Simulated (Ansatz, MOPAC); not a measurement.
Complex: HF (SMILES F) (first 2 atoms) with HBr (SMILES Br); geometry from B3LYP-D3(BJ)/def2-TZVP, rigid monomers moved along the line of their centres of mass till F1···H4 is 3.73 Å.
(charge 0, multiplicity 1):
```xyz
4

F     -0.362     0.135     0.369
H     -0.220    -0.774     0.265
Br     0.106     1.319     5.344
H     -0.066     1.207     3.929
```

Interaction energies are E(AB) − E(A) − E(B) at the monomers' geometry in the complex; basis-set methods are counterpoise corrected.

Correlated levels freeze the cores. Filled d and f shells under p-block atoms count as core. The state that PM6 reach isn't checked.

The values were computed with Ansatz (an electronic-structure program) with Gaussian orbitals; MOPAC for PM6 (differences of heats of formation). 

Question: What is the computed interaction energy (PM6)?

Answer: -15 meV
